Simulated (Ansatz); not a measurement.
Frontier orbitals of CH3Cl2Y (`[CH3][Y]([Cl])[Cl]`).

Cartesian coordinates in Å:
```
C -0.9602 -0.4382 -0.3629
Y 0.9517 0.5716 0.4591
Cl 1.9589 2.2793 -0.9875
Cl 1.9413 -0.5060 2.4292
H -1.6859 -0.6796 0.4255
H -1.4840 0.1676 -1.1130
H -0.7219 -1.3948 -0.8503
```

Charge 0, multiplicity 1. Correlated methods include outer-core shells of Y, which these sets cover unevenly. Y: def2 effective core potential. The geometry is a stationary point of PBE0-D4/def2-TZVP. Basis def2-TZVPP, the Gaussian-basis code of Ansatz.

Orbital energies of one run (eV). Highest occupied ones, from the top: -7.11, -8.62, -8.79, -8.86, -8.94, -9.20, -9.74, -10.62, -10.66, -18.11, -21.16, -21.39, -30.17, -30.41. Empty: -2.85, -1.62, -1.46, -0.55, -0.38, -0.27.

Which functional gave them?
A. BLYP
B. PBE
C. B3LYP
D. ωB97X-V

C. HOMO energies: B3LYP -7.11, ωB97X-V -9.75, BLYP -5.94, PBE -6.09 eV.

B3LYP here is the variant with VWN-RPA as its local correlation; programs differ in this.
